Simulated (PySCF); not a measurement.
# Correlation energy of Sr⁺ (strontium, charge +1)

[Kr] 5p1, 2P determinant (an excited configuration). All numbers are calculated (PySCF 2.14, a scalar-relativistic core potential, in def2-TZVPPD with the def2 core potential (28 electrons) (6s4p3d1f, 40 functions)). Frozen: nothing; 9 electrons correlated.

```tsv
level	correlation energy (mhartree)
CCSD	-184.54
(T)	-4.10
CCSD(T)	-188.64
```

Diagnostics: T1 = 0.0092, D1 = 0.0384, largest double amplitude 0.022.

Is a single reference adequate?

Yes, within this model without spin-orbit coupling: T1 lies below 0.03 and no double amplitude reaches 0.07.

The basis has no tight functions for the innermost shells, so their pair energies are far from complete.

This basis was not built for core-valence correlation, so the inner-shell part is incomplete.
